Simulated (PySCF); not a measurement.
Species: PhOCF3, C7H5F3O.
SMILES with atom numbers: `[F:1][C:2]([F:3])([F:4])[O:5][c:6]1[cH:7][cH:8][cH:9][cH:10][cH:11]1` (hydrogens: H12 on C7; H13 on C8; H14 on C9; H15 on C10; H16 on C11)

Torsions of this conformer, `[F:1][C:2]([F:3])([F:4])[O:5][c:6]1[cH:7][cH:8][cH:9][cH:10][cH:11]1`: F1–C2–O5–C6 60°, C2–O5–C6–C7 -178°.

The closed-shell ground state was solved at several levels (PySCF, density fitting, gas phase, non-relativistic). The structure is a single PBE0-D3(BJ)/def2-SVP conformer in the gas phase; no vibrational or solvent corrections.

```tsv
level	basis functions	HOMO (eV)	LUMO (eV)	gap (eV)	dipole (D)
PBE0/pcSseg-1	212	-7.31	-0.66	6.65	2.09
CAM-B3LYP/pcSseg-2	466	-8.50	0.38	8.88	2.18
B3LYP/pcJ-1	347	-7.06	-0.82	6.24	2.09
```

Problem. Estimate the row for PBE0/def2-SVPD, a basis of 272 functions; the other rows only guide the guess.

Solution. HOMO -7.32 eV, LUMO -0.70 eV, gap 6.62 eV, dipole 2.12 D.

Problem. Over all these levels, which gives the widest orbital gap and which the narrowest?

Solution. CAM-B3LYP/pcSseg-2 (range-separated hybrid) has the widest, 8.88 eV, and B3LYP/pcJ-1 (global hybrid, 20 % exact exchange) the narrowest, 6.24 eV. Functional and basis both differ between the two, so the spread mixes both effects.

Problem. How far do the dipole and the HOMO energy spread over the levels?

Solution. The dipole runs from 2.09 to 2.18 D (mean 2.12 D) and the HOMO from -8.50 to -7.06 eV.
